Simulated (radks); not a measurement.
All-electron atom: W13+ in [Kr] 4d10 4f13 5s2. All-electron calculation, Dirac Kohn-Sham, PBE, spin-unpolarised, spherical densities, point nucleus; open shells are shared between the two j in proportion to 2j + 1. Program: a radial shooting solver on a logarithmic mesh with Libxc functionals.

Spin-orbit splittings of the eigenvalues, e(l+1/2) - e(l-1/2), with zeta = 2 splitting/(2l+1) and mean radii in bohr:

| shell | occ. | splitting (eV) | zeta (eV) | <r> j=l-1/2 | <r> j=l+1/2 |
|---|---|---|---|---|---|
| 2p | 6 | 1353 | 902.2 | 0.06364 | 0.07160 |
| 3p | 6 | 292.9 | 195.2 | 0.1905 | 0.2052 |
| 3d | 10 | 63.72 | 25.49 | 0.1795 | 0.1841 |
| 4p | 6 | 68.42 | 45.61 | 0.4528 | 0.4851 |
| 4d | 10 | 12.76 | 5.103 | 0.4989 | 0.5096 |
| 4f | 13 | 2.498 | 0.7136 | 0.5532 | 0.5592 |
